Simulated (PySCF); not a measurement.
## Ionisation energy of Bi⁸²⁺ by level of theory

Bi⁸²⁺ 1s1 (2S) → Bi⁸³⁺ (bare nucleus), as a difference of total energies. Computed with PySCF 2.14 in an uncontracted even-tempered set (16 s from 270 bohr⁻², ratio 2.2; 7 p from 410 bohr⁻², ratio 2.4; 4 d from 1200 bohr⁻², ratio 2.4; 3 f from 1800 bohr⁻², ratio 2.4; 3 g from 2800 bohr⁻², ratio 2.4), with the spin-free X2C one-electron Hamiltonian (Gaussian nucleus). The calculations carry no spin-orbit coupling.

```tsv
method	ionisation energy (eV)	difference from reference (eV)
UHF	104318.6	+185.2
LDA	104207.6	+74.2
PBE	104331.7	+198.3
PBE0	104328.5	+195.1
r2SCAN	104333.8	+200.4
B3LYP	104326.8	+193.4
TPSSh	104333.4	+200.0
```

Reference: 104133.4 ± 0.3 eV (theoretical estimate listed by NIST; NIST Atomic Spectra Database, ionization energies).

For one electron Hartree-Fock is exact for this Hamiltonian up to the basis; QED and nuclear recoil make up the gap, and the density functionals add self-interaction.
